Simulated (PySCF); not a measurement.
HClSSi (SMILES S[Si]Cl), singlet, geometry from GFN2-xTB, with bond 2-1 at 1.4 times its length; CASSCF(4,4)/6-31G run with PySCF.

Input for PySCF:
```python
from pyscf import gto, scf, mcscf
import numpy

mol = gto.M(
    atom='''
Si    0.072890   -0.051670    0.942971
Cl    1.632928   -1.493232   -0.969080
S    -1.201735    1.095066   -0.410256
H    -1.975149    1.585394    0.549774
''',
    basis='6-31g',
    charge=0,
    spin=0,
    verbose=4,
)

mf = scf.RHF(mol)
mf.kernel()
mc = mcscf.CASSCF(mf, 4, 4)
mc.fix_spin_(ss=0.0)
mc.kernel()
occ = numpy.linalg.eigvalsh(mc.fcisolver.make_rdm1(mc.ci, mc.ncas, mc.nelecas))[::-1]
ss = mc.fcisolver.spin_square(mc.ci, mc.ncas, mc.nelecas)[0]
print('natural occupations', occ.round(4), ' <S^2>', round(ss, 4))
```

**Question.** What does PySCF print? Leave out banner, timings and long lists.

**Answer.** 
```
PySCF version 2.14.0

[INPUT] verbose = 4
[INPUT] num. atoms = 4
[INPUT] num. electrons = 48
[INPUT] charge = 0
[INPUT] spin (= nelec alpha-beta = 2S) = 0
[INPUT] symmetry False subgroup None
[INPUT] Mole.unit = angstrom
[INPUT] Symbol           X                Y                Z      unit          X                Y                Z       unit  Magmom
[INPUT]  1 Si     0.072890000000  -0.051670000000   0.942971000000 AA    0.137742137220  -0.097642148856   1.781956933407 Bohr   0.0
[INPUT]  2 Cl     1.632928000000  -1.493232000000  -0.969080000000 AA    3.085786701134  -2.821799520437  -1.831295792794 Bohr   0.0
[INPUT]  3 S     -1.201735000000   1.095066000000  -0.410256000000 AA   -2.270950024304   2.069374828323  -0.775271480960 Bohr   0.0
[INPUT]  4 H     -1.975149000000   1.585394000000   0.549774000000 AA   -3.732490665209   2.995960459529   1.038922290407 Bohr   0.0

nuclear repulsion = 146.42557745296
number of shells = 23
number of NR pGTOs = 142
number of NR cGTOs = 41
basis = 6-31g
ecp = {}

******** <class 'pyscf.scf.hf.RHF'> ********
method = RHF
initial guess = minao
damping factor = 0
level_shift factor = 0
DIIS = <class 'pyscf.scf.diis.CDIIS'>
diis_start_cycle = 1
diis_space = 8
diis_damp = 0
SCF conv_tol = 1e-09
SCF conv_tol_grad = None
SCF max_cycles = 50
direct_scf = True
direct_scf_tol = 1e-13
Set gradient conv threshold to 3.16228e-05
Initial guess from minao.
init E= -1146.14743740084
  HOMO = -0.27145794853212  LUMO = -0.0342261898272878  gap/eV = 6.45540
cycle= 1 E= -1146.30556527069  delta_E= -0.158  |g|= 0.409  |ddm|= 1.83
  HOMO = -0.278958160400612  LUMO = -0.109301715487358  gap/eV = 4.61659
cycle= 2 E= -1146.37738510553  delta_E= -0.0718  |g|= 0.256  |ddm|= 1.28
  HOMO = -0.375501230443101  LUMO = -0.0564991645708712  gap/eV = 8.68049
cycle= 3 E= -1146.40238797581  delta_E= -0.025  |g|= 0.0269  |ddm|= 0.409
  HOMO = -0.377730960789671  LUMO = -0.0478587878336993  gap/eV = 8.97628
cycle= 4 E= -1146.40325713814  delta_E= -0.000869  |g|= 0.0101  |ddm|= 0.101
  HOMO = -0.378156447705564  LUMO = -0.0468402803246741  gap/eV = 9.01557
cycle= 5 E= -1146.40344694808  delta_E= -0.00019  |g|= 0.0028  |ddm|= 0.053
  HOMO = -0.378321309800644  LUMO = -0.0462010280562093  gap/eV = 9.03745
cycle= 6 E= -1146.40346401565  delta_E= -1.71e-05  |g|= 0.000592  |ddm|= 0.0167
  HOMO = -0.378294052877358  LUMO = -0.0460760245464766  gap/eV = 9.04011
cycle= 7 E= -1146.40346468173  delta_E= -6.66e-07  |g|= 0.000134  |ddm|= 0.00328
  HOMO = -0.378297413712619  LUMO = -0.0460583219193471  gap/eV = 9.04069
cycle= 8 E= -1146.40346470364  delta_E= -2.19e-08  |g|= 5.03e-05  |ddm|= 0.000468
  HOMO = -0.378286292460589  LUMO = -0.0460542408310756  gap/eV = 9.04049
cycle= 9 E= -1146.40346470717  delta_E= -3.53e-09  |g|= 1.48e-05  |ddm|= 0.000176
  HOMO = -0.378284773695176  LUMO = -0.046054339665369  gap/eV = 9.04045
cycle= 10 E= -1146.40346470753  delta_E= -3.68e-10  |g|= 3.18e-06  |ddm|= 6.89e-05
  HOMO = -0.378284106374384  LUMO = -0.046053910822051  gap/eV = 9.04044
Extra cycle  E= -1146.40346470755  delta_E= -1.75e-11  |g|= 1.7e-06  |ddm|= 9.88e-06
converged SCF energy = -1146.40346470755

******** <class 'pyscf.mcscf.mc1step.CASSCF'> ********
CAS (2e+2e, 4o), ncore = 22, nvir = 15
max_cycle_macro = 50
max_cycle_micro = 4
conv_tol = 1e-07
conv_tol_grad = None
orbital rotation max_stepsize = 0.02
orbital rotation threshold for CI restart = 0.01
augmented hessian ah_max_cycle = 30
augmented hessian ah_conv_tol = 1e-12
augmented hessian ah_linear dependence = 1e-14
augmented hessian ah_level shift = 1e-08
augmented hessian ah_start_tol = 2.5
augmented hessian ah_start_cycle = 3
augmented hessian ah_grad_trust_region = 3
kf_trust_region = 3
kf_interval = 4
ci_response_space = 4
ci_grad_trust_region = 3
with_dep4 0
natorb = False
canonicalization = True
sorting_mo_energy = False
ao2mo_level = 2
internal_rotation = False
******** <class 'pyscf.fci.addons.SpinPenaltyFCISolver'> ********
max. cycles = 50
conv_tol = 1e-08
davidson only = True
linear dependence = 1e-12
level shift = 0.001
max iter space = 12
nroots = 1
pspace_size = 400
spin = None
CASCI E = -1146.41356673385  S^2 = 0.0000000
Set conv_tol_grad to 0.000316228
macro iter   1 ( 21 JK    4 micro), CASSCF E = -1146.42855171485  dE = -1.49849810e-02  S^2 = 0.0000000
               |grad[o]|=0.0367  |grad[c]|=0.0425  |ddm|=0.0891  |maxRot[o]|=0.311
macro iter   2 ( 21 JK    4 micro), CASSCF E = -1146.43199624501  dE = -3.44453016e-03  S^2 = 0.0000000
               |grad[o]|=0.0328  |grad[c]|=0.0221  |ddm|=0.043  |maxRot[o]|=0.222
macro iter   3 ( 21 JK    4 micro), CASSCF E = -1146.43314092984  dE = -1.14468484e-03  S^2 = 0.0000000
               |grad[o]|=0.0148  |grad[c]|=0.00538  |ddm|=0.0193  |maxRot[o]|= 0.17
macro iter   4 ( 17 JK    4 micro), CASSCF E = -1146.43342949288  dE = -2.88563041e-04  S^2 = 0.0000000
               |grad[o]|=0.0036  |grad[c]|=0.0025  |ddm|=0.0197  |maxRot[o]|=0.145
macro iter   5 ( 13 JK    4 micro), CASSCF E = -1146.43346437840  dE = -3.48855131e-05  S^2 = 0.0000000
               |grad[o]|=0.00243  |grad[c]|=0.00176  |ddm|=0.012  |maxRot[o]|=0.0599
macro iter   6 ( 17 JK    4 micro), CASSCF E = -1146.43346846888  dE = -4.09048016e-06  S^2 = 0.0000000
               |grad[o]|=0.000762  |grad[c]|=0.000737  |ddm|=0.00351  |maxRot[o]|=0.0151
macro iter   7 ( 18 JK    4 micro), CASSCF E = -1146.43346654587  dE =  1.92300240e-06  S^2 = 0.0000000
               |grad[o]|=0.000267  |grad[c]|=0.00131  |ddm|=0.00228  |maxRot[o]|=0.0103
macro iter   8 ( 11 JK    2 micro), CASSCF E = -1146.43347009673  dE = -3.55085444e-06  S^2 = 0.0000000
               |grad[o]|=0.000469  |grad[c]|=0.000137  |ddm|=0.000517  |maxRot[o]|=0.00506
macro iter   9 (  5 JK    1 micro), CASSCF E = -1146.43347170283  dE = -1.60609852e-06  S^2 = 0.0000000
               |grad[o]|=0.000173  |grad[c]|=0.000795  |ddm|=0.000528  |maxRot[o]|=0.0322
macro iter  10 (  3 JK    1 micro), CASSCF E = -1146.43347171467  dE = -1.18470780e-08  S^2 = 0.0000000
               |grad[o]|=6.22e-05  |grad[c]|=5.65e-05  |ddm|=8.54e-05  |maxRot[o]|=0.000486
1-step CASSCF converged in  10 macro (147 JK  32 micro) steps
CASSCF canonicalization
Density matrix diagonal elements [1.98459944 1.91942785 0.01571431 0.0802584 ]
CASSCF energy = -1146.43347171467
CASCI E = -1146.43347171467  E(CI) = -4.05521156334544  S^2 = 0.0000000
natural occupations [1.9862 1.9253 0.0749 0.0135]  <S^2> 0.0
```
